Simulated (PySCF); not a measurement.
RbPb and its ions

UHF; basis Rb def2-SVPD with ECP28, Pb def2-SVPD with ECP60; scalar-relativistic core potentials; PySCF 2.14. Neutral (UHF): quartet (σ ↑, π ↑↑), Re = 3.597 Å, ωe = 84.4 cm⁻¹, De = 0.87 eV, HOMO -5.18 eV, LUMO -0.46 eV.

RbPb⁺ (UHF): triplet (σ ↑, π ↑), Re = 4.330 Å, ωe = 38.3 cm⁻¹. The energies at the minima are -215.66785 hartree for RbPb and -215.50543 for RbPb⁺.

(1) Work out the adiabatic ionisation energy, without and with harmonic zero-point energies (1 hartree = 27.2114 eV, 1 eV = 8065.5 cm⁻¹), and the change of the bond length.

Spin–orbit coupling is left out, which matters for elements this heavy, above all for dissociation energies. Hartree–Fock leaves out correlation, which carries a large part of most bond energies and some tenths to 1 eV of ionisation energies. States were picked by a PBE0 search and need not be the measured ground states.

Results:

(1) At UHF: 0.16242 hartree = 4.420 eV between the minima; the zero-point term (38.3 − 84.4)/2 cm⁻¹ = -0.003 eV makes it 4.417 eV. Re changes by +73.3 pm against the neutral. The electron leaves a π orbital, and the ion is left as a loose complex of an ion and an atom.
